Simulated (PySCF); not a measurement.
F₃OSi, SMILES [Si](F)(F)([O])F, multiplicity 2. Atoms are numbered in the order given.

```xyz
5

O     -1.0617     1.3186     0.0000
Si    -0.0060     0.0248     0.0000
F     -0.9249    -1.2777     0.0000
F      0.9390     0.0335    -1.2839
F      0.9390     0.0335     1.2839
```
Charge 0, spin multiplicity 2.

Geometry: B3LYP-D3(BJ)/def2-SVP. The isomer is the one that the SMILES or the coordinates give; other isomers of the formula were not compared.

Computed with PySCF with PBE/pcH-1.

Unrestricted Kohn–Sham, ⟨S²⟩ = 0.752. Hyperfine tensors hold the contact and dipolar terms, without spin-orbit corrections.

Problem. Estimate the hyperfine couplings. (The exact figures need the calculation; the answer reports its results.)

Solution. 
| nucleus | A(iso) (MHz) | A(iso) (G) | dipolar principal values (MHz) |
|---|---|---|---|
| 17O no. 1 | -21.0 | -7.5 | -271.0, 135.2, 135.8 |
| 29Si no. 2 | 44.8 | 16.0 | -1.7, -0.7, 2.4 |
| 19F no. 3 | 12.4 | 4.4 | -84.7, -84.7, 169.4 |
| 19F no. 4 | -7.8 | -2.8 | -25.5, -23.7, 49.2 |
| 19F no. 5 | -7.8 | -2.8 | -25.5, -23.7, 49.2 |

Problem. And the g tensor (effective nuclear charges for spin-orbit coupling, GIAO)? (An estimate is asked for; the answer gives what the named calculation found.)

Solution. principal values 2.0032, 2.0106, 2.0447; isotropic 2.0195.
